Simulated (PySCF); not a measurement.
Compound: C6H18AlP.
Structure used (PBE0-D3(BJ)/def2-SVP), in Å, numbered top down from 1:
```
atom  x, y, z in Å
C1     1.8105    1.7787   -0.8445
Al2    1.4215   -0.0899   -0.2863
C3     2.0365   -0.6414    1.5247
C4     1.4157   -1.4850   -1.7031
P5    -1.0163    0.0742    0.1803
C6    -1.7815   -1.5133    0.6645
C7    -2.0530    0.6625   -1.2051
C8    -1.4298    1.2045    1.5554
H9     1.5704    2.5240   -0.0662
H10    1.2784    2.0747   -1.7654
H11    2.8881    1.8942   -1.0597
H12    1.5815   -1.5876    1.8669
H13    3.1289   -0.8059    1.5317
H14    1.8349    0.1219    2.2969
H15    1.0233   -2.4555   -1.3523
H16    0.8360   -1.1942   -2.5967
H17    2.4459   -1.6767   -2.0536
H18   -1.2636   -1.9026    1.5532
H19   -2.8546   -1.4046    0.8837
H20   -1.6454   -2.2378   -0.1518
H21   -3.1168    0.7213   -0.9289
H22   -1.9334   -0.0228   -2.0570
H23   -1.6996    1.6561   -1.5178
H24   -1.0737    2.2149    1.3062
H25   -2.5122    1.2361    1.7529
H26   -0.9011    0.8722    2.4607
```

The calculation used TDDFT PBE0/def2-SVPD, vertical, gas phase, core orbitals frozen in the response (PySCF 2.14.0, density-fitted response routines).

Frontier orbitals with the atoms that hold most of them (Löwdin shares over 4%, at most four atoms; ? is withheld):

```tsv
orbital	ε (eV)	atoms
LUMO+2	0.62	P5 19%, C7 13%, H21 7%, C6 7%
LUMO+1	0.62	P5 19%, C8 11%, C6 11%, H25 6%
LUMO	?	?
HOMO	-6.75	C4 36%, Al2 18%, C1 16%, C3 6%
HOMO-1	-6.75	C3 33%, C1 23%, Al2 18%, H12 5%
HOMO-2	-7.25	P5 32%, Al2 12%, C1 8%, C4 8%
HOMO-3	-9.78	C1 18%, C4 18%, C3 17%, H15 7%
```

Q: Give the leading atoms of the LUMO.

A: Al2 (bonded to 3 C and P) 16%; C7 (bonded to P and 3 H) 10%; C8 (bonded to P and 3 H) 9%; C6 (bonded to P and 3 H) 9%. By element: carbon 28% or more, aluminium 16%.

Q: What is the LUMO energy, and the HOMO–LUMO gap?

A: ε(LUMO) = 0.12 eV; the gap is 6.87 eV (0.2524 hartree).

Within 0.005 eV of a neighbour in this list lie HOMO-1/HOMO and LUMO+1/LUMO+2.

Q: The HOMO–LUMO gap is 6.87 eV. Where does the response calculation put the lowest singlet, and from which orbitals?

A: S1 is at 5.98 eV (f = 0.033), 0.89 eV below the gap, made of HOMO-1/HOMO→LUMO (≥85%). S1/S2 lie within about 0.01 eV of each other. Without the coupling terms of the response equations the lowest excitation would equal the gap.

Next come S2 at 5.99 eV (f 0.031), HOMO-1/HOMO→LUMO (≥85%); S3 at 6.36 eV (f 0.0013), HOMO-1/HOMO→LUMO+1/LUMO+2 (≥92%); S4 at 6.38 eV (f 0.022), HOMO-1/HOMO→LUMO+1/LUMO+2 (≥80%); S5 at 6.38 eV (f 0.021), HOMO-1/HOMO→LUMO+1/LUMO+2 (≥57%), HOMO-2→LUMO (20%).

Orbitals of the list HOMO-3 to LUMO+2 that lie within 0.01 eV of each other are written together with a slash and their weights summed (≥ marks a lower bound); for degenerate orbitals outside that list single weights are arbitrary.
